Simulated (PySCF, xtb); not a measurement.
Zn(OH) (HOZn), SMILES [OH][Zn+], charge +1.

xtb with GFN2-xTB at its own geometry gives an orbital gap of 2.45 eV.

Coordinates come from a B3LYP-D3(BJ)/def2-TZVP optimisation. The spin state was assumed, not searched. The isomer is the one that the SMILES or the coordinates give; other isomers of the formula were not compared.

Q: What does B3LYP/def2-TZVPD (PySCF) give? (The exact figures need the calculation; the answer reports its results.)

A: gap 3.40 eV (levels -14.86 and -11.46 eV).
